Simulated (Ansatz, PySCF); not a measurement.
Molecule: sum formula SiNH4, charge 0, multiplicity 2. It need not be the lowest isomer of its formula. SMILES: N[SiH2]
Structure (B3LYP-D3(BJ)/def2-TZVP (Ansatz, an electronic-structure program) minimum search):
```
N
H 1 1.0087
H 1 1.0087 2 110.99
Si 1 1.7310 2 120.36 3 -148.45
H 4 1.4907 1 106.96 2 -166.36
H 4 1.4907 5 110.36 1 -116.00
```
Charge 0, spin multiplicity 2.

Quantity: atomisation energy (electronic, to ground-state atoms), in eV. Cores are frozen in the correlated levels unless marked. UHF or UKS for open shells. Spin-orbit coupling is left out. No relativistic terms. The coupled-cluster limit lacks core correlation, which all-electron functionals hold. Basis-set limits of correlation are two-point, X^-3; Hartree-Fock from the larger set (for Q and 5 zeta extrapolated as (X+1)exp(-9√X)). The bracket is a focal-point correction in the basis named.

```tsv
level	program	atomisation energy (eV)	minus last row
revPBE-D4/def2-TZVPD	Ansatz + dftd4	18.14	-0.18
r2SCAN-D4/def2-TZVPD	Ansatz + dftd4	18.31	-0.01
PBE0/STO-3G	Ansatz	21.34	3.02
M06-2X/def2-TZVPD	PySCF	18.30	-0.02
CAM-B3LYP-D4/def2-TZVPD	Ansatz + dftd4	18.53	0.21
B2GP-PLYP-D3(BJ)/def2-TZVPD	Ansatz + dftd3	18.05	-0.27
B2PLYP-D3(BJ)/def2-TZVPD	Ansatz + dftd3	18.16	-0.16
MP2/def2-QZVPP	Ansatz	18.09	-0.23
CCSD/6-31G	Ansatz	14.08	-4.24
CCSD/cc-pV(Q+d)Z	Ansatz	17.87	-0.45
CCSD/CBS(def2-TZVPP,def2-QZVPP)	Ansatz	18.09	-0.23
CCSD(T)/def2-SVP	Ansatz	16.75	-1.57
CCSDT/cc-pV(D+d)Z	Ansatz	16.39	-1.93
RI-MP2/CBS(def2-TZVPP,def2-QZVPP)+[CCSD(T)-MP2]/def2-TZVPP	Ansatz	18.33	0.01
CCSD(T)/CBS(cc-pV(Q+d)Z,cc-pV(5+d)Z)	Ansatz	18.32	0.00
```
